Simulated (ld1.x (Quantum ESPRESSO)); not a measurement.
**What one change does to a pseudopotential (I, TM)**

```json
{"Element": "iodine (I)", "Generator": "ld1.x (Quantum ESPRESSO) 7.5", "Type": "norm-conserving Troullier–Martins (Kleinman–Bylander form)", "Functional": "LDA (PZ)", "Relativity": "scalar-relativistic", "Frozen core": "[Kr]", "Valence charge": "17", "Reference configuration": "4d10 5s2 5p4.5 (charge +0.5)", "Partial waves": "5s (bound): rc 1.60 bohr; 5p (bound): rc 1.80 bohr; 4d (bound): rc 1.40 bohr; 4f channel at 0.45 Ry: rc 1.70 bohr", "Local potential": "all-electron potential smoothed inside 1.45 bohr (lloc = -1)", "Core correction": "none"}
```

Change: all radii scaled by about 1.23 (s 1.98, p 2.22, d 1.72, f 2.10 bohr); local potential all-electron potential smoothed inside 1.78 bohr (lloc = -1).

Cutoffs: the cutoffs (Ry, on a coarse ladder) from which the occupation-weighted sum of valence levels, in a spherical-Bessel basis at the reference potential, stays within 10 and 1 mRy of its value at 400 Ry; they do not see the model core or the augmentation charge, which bear on the density cutoff. Errors are all-electron minus pseudo energies relative to the spin-unpolarised reference configuration.

How do hardness, ghosts and transferability respond?

The potential gets softer (110 Ry and 180 Ry → 90 Ry and 140 Ry); both files keep a bound ghost (s); of the 9 tests that both files solve, the error grows in 5 and shrinks in 0 by more than 15 % and 0.3 meV (median size 8.1 → 10.3 meV). A larger radius leaves more room for a smooth pseudo-wave, so fewer plane waves are needed. More of the atom is replaced by a form fitted at one configuration, so other configurations suffer.

```csv
quantity,base,changed
"cutoff, loose",110 Ry,90 Ry
"cutoff, tight",180 Ry,140 Ry
loose cutoff by channel (10 mRy a level),"s 30 Ry, p 12 Ry, d 90 Ry","s 15 Ry, p 12 Ry, d 70 Ry"
bound ghosts,s,s
"error for 4d10 5s2 5p5, meV [ΔE -4.61 eV]",+3.6,+3.3
"error for 4d10 5s2 5p4, meV [ΔE 6.69 eV]",+1.0,+1.0
"error for 4d10 5s2 5p3, meV [ΔE 26.75 eV]",+24,+31
"error for 4d10 5s2 5p2, meV [ΔE 56.37 eV]",+80,+137
"error for 4d10 5s2 5p1, meV [ΔE 96.17 eV]",+141,+391
"error for 4d9 5s2 5p6, meV [ΔE 41.16 eV]",-8.1,+936
"error for 4d10 5s2 5p5.3, meV [ΔE -6.44 eV]",+6.8,+6.0
"error for 4d10 5s2 5p4.5 (spin-polarised), meV [ΔE -0.29 eV]",+8.6,+10
"error for 4d10 5s2 5p5 (spin-polarised), meV [ΔE -4.74 eV]",+7.3,+7.3
```

 A true bound ghost makes a file unfit for plane-wave use even where its test errors are small: the radial tests pick states by their node count and pass the ghost by.
